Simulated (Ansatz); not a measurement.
Mg₈S₈ (started as a model of: (MgS)8 cage of four- and six-membered rings), relaxed as a singlet with RKS r2SCAN-D4/def2-SVP in Ansatz, starting from a model built from a lattice or polyhedron. Force threshold 0.03 eV/Å.

Start:

```xyz
16

Mg    0.153    1.420   -3.146
S     2.131    0.202   -2.722
Mg    0.911   -1.839   -2.789
S    -1.096   -0.599   -3.229
Mg   -2.397    0.117   -1.366
S    -1.166    2.158   -1.277
Mg    0.058    2.663    0.746
S     2.048    1.423    1.194
Mg    2.721   -0.236   -0.441
S     1.492   -2.267   -0.483
Mg   -0.364   -2.552    1.032
S    -2.369   -1.313    0.595
S    -0.910    1.840    2.804
Mg    1.082    0.618    3.217
S    -0.156   -1.419    3.161
Mg   -2.139   -0.215    2.703
```

```json
{"step": "1", "energy (eV)": "-130211.9166", "largest force component (eV/Å)": "1.668", "SCF passes": "19"}
{"step": "2", "energy (eV)": "-130214.5809", "largest force component (eV/Å)": "0.681", "SCF passes": "22"}
{"step": "3", "energy (eV)": "-130215.1673", "largest force component (eV/Å)": "0.119", "SCF passes": "23"}
{"step": "4", "energy (eV)": "-130215.1777", "largest force component (eV/Å)": "0.030", "SCF passes": "19"}
```

Force components are those of the run's own axes.

End:

```xyz
16

Mg    0.1604    1.2547   -2.9965
S     2.3529    0.2932   -2.8779
Mg    0.8466   -1.6451   -2.6746
S    -1.2302   -0.7291   -3.4433
Mg   -2.0713    0.0468   -1.3150
S    -1.1763    2.3338   -1.3085
Mg   -0.0254    2.3282    0.7793
S     2.2211    1.4473    1.2333
Mg    2.3956   -0.1730   -0.5067
S     1.4972   -2.4583   -0.5031
Mg   -0.2989   -2.2028    1.0435
S    -2.5432   -1.3225    0.5789
S    -1.0435    2.0276    2.9497
Mg    0.9320    0.5601    3.0648
S    -0.0783   -1.5920    3.3707
Mg   -1.9388   -0.1690    2.6055
```

By distances, no bond broke or formed. The bond that changes most is S15–Mg16, from 2.36 to 2.46 Å (atoms count from 1).

No frequencies were taken in this run, so the end may be a saddle point.

It took 2.7 min on 4 threads of Intel Xeon on a shared host, peak host memory 0.99 GiB.
